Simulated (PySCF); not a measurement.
**Broadened absorption spectrum of C7H3F3**

Species: C7H3F3.
Geometry (GFN2-xTB, Å), atoms numbered from 1 in this order:
```
atom  x, y, z in Å
C1     3.7950   -0.1726   -0.1059
C2     2.5440   -0.5524   -0.0388
C3     1.3498   -0.9306    0.0291
C4     0.0902   -1.3275    0.1004
C5    -0.9836   -0.4613   -0.1294
C6    -1.9213    0.2716   -0.3250
C7    -3.0468    1.1528   -0.5595
F8    -3.3605    1.8819    0.5274
F9    -2.8117    2.0300   -1.5513
F10   -4.1597    0.4790   -0.9009
H11    4.6033   -0.8630    0.0745
H12    4.0581    0.8453   -0.3436
H13   -0.1612   -2.3527    0.3439
```

The calculation used PySCF 2.14.0, density-fitted response routines, TDDFT wB97X-D/def2-SVPD, vertical, gas phase, core orbitals frozen in the response.

Computed states:

| state | E (eV) | f |
| --- | --- | --- |
| S1 | 3.88 | 0.0001 |
| S2 | 4.60 | 0.737 |
| S3 | 5.13 | 0.0000 |
| S4 | 5.48 | 0.0001 |
| S5 | 6.25 | 0.0000 |
| S6 | 6.35 | 0.055 |
| S7 | 7.01 | 0.0060 |
| S8 | 7.22 | 0.046 |

Each state is given a Gaussian of 0.25 eV full width at half maximum, with ε(max) = 2.175×10⁸ f / Δν̃ (Δν̃ the width in cm⁻¹). The width is an assumption, not a result. The curve ends short of the highest state used, and states not computed would add to its high-energy end.

**Question.** Give the broadened spectrum and its maxima.

**Answer.** 
(λ (nm), ε (L mol⁻¹ cm⁻¹)): (187.3, 232), (190.3, 1747), (193.3, 4939), (196.4, 5635), (199.4, 2789), (202.5, 618), (205.5, 72), (208.5, 5), (211.6, 0), (214.6, 0), (217.6, 1), (220.7, 3), (223.7, 5), (226.7, 6), (229.8, 5), (232.8, 3), (235.8, 2), (238.9, 3), (241.9, 4), (244.9, 8), (248.0, 62), (251.0, 434), (254.1, 2308), (257.1, 8323), (260.1, 22081), (263.2, 44752), (266.2, 67482), (269.2, 79177), (272.3, 72999), (275.3, 53998), (278.3, 32542), (281.4, 15769), (284.4, 6520), (287.4, 2281), (290.5, 654), (293.5, 168), (296.5, 38), (299.6, 7), (302.6, 2), (305.7, 2), (308.7, 3), (311.7, 4), (314.8, 5), (317.8, 6), (320.8, 6), (323.9, 6), (326.9, 5), (329.9, 4), (333.0, 2), (336.0, 1), (339.0, 1), (342.1, 0), (345.1, 0), (348.1, 0), (351.2, 0), (354.2, 0)

Maxima: 320 nm (3.87 eV), ε about 6.5, made up of S1 (100%); 270 nm (4.60 eV), ε about 79000, made up of S2 (100%); 226 nm (5.48 eV), ε about 6.5, made up of S4 (100%); 195 nm (6.35 eV), ε about 6000, made up of S6 (100%) (ε in L mol⁻¹ cm⁻¹; maxima over ε = 5, shares over 10%).

**Question.** Coming from long wavelengths, where does ε first pass 100 L mol⁻¹ cm⁻¹?

**Answer.** At about 295 nm (4.21 eV), 0.33 eV above S1.

**Question.** On this curve, what absorbance would a 10⁻⁴ mol/L sample give at 254 nm over a 1 cm path?

**Answer.** 254 nm is 4.881 eV, where ε is about 2200 L mol⁻¹ cm⁻¹, so A = ε c l ≈ 0.22 (Beer–Lambert, with the gas-phase spectrum and the assumed width).

**Question.** What would ε be at 4.60 eV, the highest of these maxima, with half the width (0.125 eV)?

**Answer.** About 159000 L mol⁻¹ cm⁻¹ against 79400, a factor of about 2.00; a lone state at its own centre would give exactly 2.

Hardware: Arm Neoverse N1, one thread, shared host with 64 logical CPUs at a one-minute load of 59. Cost: 1.7 min wall, 0.97 GiB resident at most.
